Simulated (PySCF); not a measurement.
A run for PySCF: R-B3LYP/6-31G* on C2H2 (SMILES C#C).

```python
from pyscf import gto, scf, dft, mp
from pyscf.data.elements import chemcore

mol = gto.M(
    atom='''
    C    -0.51234001    0.75207879    0.16926741
    C    -0.53787904   -0.43811175    0.04183468
    H    -0.48873917    1.80894133    0.28203755
    H    -0.55901637   -1.49513684   -0.06996272
    ''',
    basis='6-31g*',
    cart=True,
    charge=0, spin=0, verbose=3, max_memory=1800)
mf = dft.RKS(mol, xc='b3lyp')
mf.conv_tol = 1e-8
mf.max_cycle = 100
mf.kernel()
if not mf.converged:
    mf = mf.newton().run(mf.mo_coeff, mf.mo_occ)
```

It printed:

```
converged SCF energy = -77.3255064922752
```

The run converged.

Cost: very roughly 0.3 core-seconds.
